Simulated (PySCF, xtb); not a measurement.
Ta(O)(OH)2(NH2) (H4NO3Ta), SMILES [NH2][Ta](=[O])([OH])[OH], multiplicity 1. One conformer was computed; it need not be the lowest.

Harmonic wavenumbers (cm⁻¹) from GFN2-xTB (xtb) at its own minimum, in rising order: 119, 123, 140, 147, 179, 256, 336, 348, 357, 387, 417, 478, 505, 515, 590, 778, 1515, 3396, 3435, 3642, 3647.

### Question
What does B3LYP-D3(BJ)/def2-SVP run with PySCF 2.14.0 give at its own minimum? (An estimate is asked for; the answer gives what the named calculation found.)

### Answer
177, 178, 183, 187, 214, 321, 337, 350, 460, 465, 479, 593, 674, 706, 709, 988, 1513, 3540, 3633, 3901, 3905. Paired by order, the mean absolute difference is 105 cm⁻¹ and the zero-point energies are 30.5 and 33.6 kcal/mol.
